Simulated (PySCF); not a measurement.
# Magnetic susceptibility: SMILES C/C=C/C/C=N/CC, C7H13N

Geometry (Å), atoms numbered from 1 in this order:
```xyz
21

C     3.806   -0.733    0.679
C     2.806    0.187    0.061
C     1.567    0.352    0.492
C     0.566    1.284   -0.124
C    -0.611    0.515   -0.631
N    -1.765    0.724   -0.192
C    -2.882   -0.034   -0.669
C    -3.565   -0.727    0.508
H     3.369   -1.281    1.510
H     4.662   -0.166    1.044
H     4.173   -1.444   -0.060
H     3.162    0.753   -0.792
H     1.206   -0.211    1.343
H     1.028    1.821   -0.957
H     0.214    2.003    0.617
H    -0.388   -0.245   -1.399
H    -3.581    0.676   -1.122
H    -2.590   -0.776   -1.432
H    -3.847    0.011    1.254
H    -4.455   -1.252    0.170
H    -2.886   -1.441    0.968
```

Theory: GIAO PBE/pcSseg-1 magnetisability, rotational g tensor and spin-rotation constants, non-relativistic, gas phase (PySCF 2.14.0). Geometry: GFN2-xTB.

**Question.** How diamagnetic is it, and how anisotropic?

**Answer.** Isotropic -1240 × 10⁻³⁰ J/T², or -74.7 × 10⁻⁶ cm³/mol; principal values -1349, -1282, -1088 × 10⁻³⁰ J/T², anisotropy 235 × 10⁻³⁰ J/T² (root of half the summed squared differences of the principal values). The susceptibility is in cgs units.

**Question.** Split it along the inertial axes a, b, c into diamagnetic and paramagnetic parts about the centre of mass, with the quadrupole moment.

**Answer.** 
```
axis  χ (10⁻⁶ cm³/mol)  diamagnetic (10⁻⁶ cm³/mol)  paramagnetic (10⁻⁶ cm³/mol)  summed x² of all electrons (Å²)  quadrupole Θ (D Å)
   a             -71.0                      -350.9                        279.9                            439.4               +4.70
   b             -79.2                     -1978.5                       1899.3                             55.7               -1.23
   c             -73.7                     -2100.3                       2026.6                             27.0               -3.47
```
Anisotropies 2χaa − χbb − χcc = +10.9 and 2χbb − χaa − χcc = -13.7 × 10⁻⁶ cm³/mol. Θ is traceless in Buckingham's convention.

**Question.** And the rotational g tensor?

**Answer.** 
```csv
axis,rotational constant (GHz),g,nuclear part,electronic part
a,5.5751,-0.0547,0.6783,-0.7330
b,0.6697,-0.0029,0.5946,-0.5975
c,0.6291,-0.0040,0.5950,-0.5989
```
Asymmetric top; isotopes 12C, 1H, 14N; no vibrational averaging.
